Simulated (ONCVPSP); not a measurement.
samarium: one change to an ONCV potential, before and after

| Property | Result |
| --- | --- |
| Element | Sm |
| Generator | ONCVPSP 4.0.1 |
| Type | optimised norm-conserving Vanderbilt (ONCV) |
| Functional | PBE |
| Relativity | scalar-relativistic |
| Frozen core | [Kr] 4d10 4f5 |
| Valence charge | 11 |
| Reference configuration | 5s2 5p6 5d1 6s2 |
| Partial waves | 5s+6s: rc 2.30 bohr, ncon 3, nbas 6, qcut 4 1/bohr, 2 projectors; 5p: rc 2.20 bohr, ncon 4, nbas 7, qcut 5.1 1/bohr, 2 projectors, debl 0.9 Ha; 5d: rc 2.60 bohr, ncon 4, nbas 8, qcut 3.1 1/bohr, 3 projectors, debl 3.6 Ha |
| Local potential | polynomial inside 2.15 bohr (lpopt 4, dvloc0 3 Ha) |
| Core correction | polynomial model core, fcfact 0.55 |

In the p channel the program set the typed energies aside and used -0.955, 0.250 Ha.

Change: s: rc 3.16.

Cutoffs: the cutoffs (Ha) at which the residual kinetic energy of the hardest occupied pseudo-wave falls to 1 and 0.1 mHa per electron; they do not see the model core or the augmentation charge, which bear on the density cutoff. Errors are all-electron minus pseudo energies relative to the spin-unpolarised reference configuration.

Problem. Predict the effect on cutoff, ghosts and configuration errors.

Solution. The potential gets neither clearly harder nor softer (18 Ha and 33 Ha → 18 Ha and 33 Ha); the d channel sets the loose cutoff, while the largest relative change is in s, which becomes softer; the errors of the 3 common tests hardly move; neither file shows a bound ghost.

```csv
quantity,base,changed
"cutoff, loose",18 Ha,18 Ha
"cutoff, tight",33 Ha,33 Ha
loose cutoff by channel,"s 5.3 Ha, p 6.2 Ha, d 18 Ha","s 4.1 Ha, p 6.2 Ha, d 18 Ha"
bound ghosts,none,none
GHOST(+) flags under 300 eV,none,none
"tests counted as reliable (solved cleanly; for ONCVPSP, near-neutral configurations with less than one 5d electron left out)",3 of 4,3 of 4
"error for 5s2 5p6 5d1 6s1, meV [ΔE 6.45 eV]",-4.8,-5.1
"error for 5s2 5p6 5d1 6s0, meV [ΔE 18.22 eV]",-28,-32
"error for 5s2 5p6 5d0 6s0, meV [ΔE 37.93 eV]",-100,-104
p: phases at 2.24 bohr within 0.05 rad from the reference energy up to (Ha; the scan ends near 5),to the end of the scan,to the end of the scan
d: phases at 2.64 bohr within 0.05 rad from the reference energy up to (Ha; the scan ends near 5),to the end of the scan,to the end of the scan
"rms error of d²Exc/dni dnj with the model core, mHa",1.75,1.99
```
